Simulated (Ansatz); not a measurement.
```xyz
11

F    -0.128    1.480    1.090
C    -0.094    0.172    0.642
Si   -1.320    0.006   -0.821
C     1.310   -0.233    0.280
F     1.741    0.436   -0.825
Cl    2.452    0.067    1.604
H    -0.415   -0.477    1.466
H    -2.686    0.201   -0.279
H    -1.015    1.020   -1.853
H    -1.190   -1.367   -1.375
H     1.346   -1.305    0.070
```

Charge 0, multiplicity 1.

Question: List the ωB97M-V/def2-TZVPP orbital energies in eV (Ansatz 0.2.0). (Best estimate.)

Answer: Computed: Occupied: -2772.25, -1807.39, -678.21, -677.76, -285.71, -284.02, -262.62, -200.16, -199.95, -199.93, -148.51, -102.62, -102.61, -102.60, -37.42, -36.66, -27.19, -24.11, -20.81, -18.60, -18.29, -17.56, -16.73, -16.39, -15.46, -14.61, -13.42, -12.90, -12.55, -12.41, -11.92, -11.37, -11.03. Lowest empty: 1.82, 2.19, 2.48, 2.89, 3.17, 3.46, 3.81, 4.53.
